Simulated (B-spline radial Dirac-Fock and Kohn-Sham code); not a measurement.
## Dipole and non-dipole photoemission parameters of Al⁺ 3s

System: Al⁺, configuration [Ne] 3s2; threshold 17.74 eV (orbital energy of the model). Level of theory: Dirac-Hartree-Slater photoionisation with a Latter tail; cross sections with all multipoles, angular parameters from the dipole term and its interference with E2; a radial atomic solver.

For linearly polarised light dσ/dΩ = σ/(4π) [1 + β P₂(cos θ) + (δ + γ cos²θ) sin θ cos φ], with θ from the polarisation vector and φ the angle between the beam and the projection of the electron momentum on the plane normal to the polarisation.

```tsv
hν (eV)	σ (kb)	β	γ
50.5	272	2.000	0.123
59	229	2.000	0.113
60	224	2.000	0.111
61.6	218	2.000	0.109
76.5	166	2.000	0.083
150	63.6	2.000	-0.007
194	41.7	2.000	-0.026
245	?	?	?
257	25.9	2.000	-0.030
258	25.8	2.000	-0.030
400	11.8	2.000	0.007
427	10.5	2.000	0.017
800	3.03	2.000	0.189
1010	1.83	2.000	0.283
1090	1.55	2.000	0.317
1110	1.49	2.000	0.326
1380	0.908	2.000	0.431
1486.9	0.764	2.000	0.470
2130	0.325	2.000	0.684
2930	0.146	2.000	0.912
2984.4	0.139	2.000	0.926
3650	0.0824	2.000	1.088
4000	0.0646	2.000	1.166
4200	0.0567	2.000	1.208
4770	0.0403	2.000	1.322
4960	0.0362	2.000	1.358
5750	0.0242	2.000	1.500
8047.8	0.00943	2.000	1.864
9380	0.00608	2.000	2.051
10800	0.00404	2.000	2.235
```

Q: Give the values at 245 eV.

A: σ = 28.2 kb, β = 2.000, γ = -0.031. For an s subshell δ is negligible.

Values without a named source are computed, but for edge energies of neutral atoms, which are taken from tables.
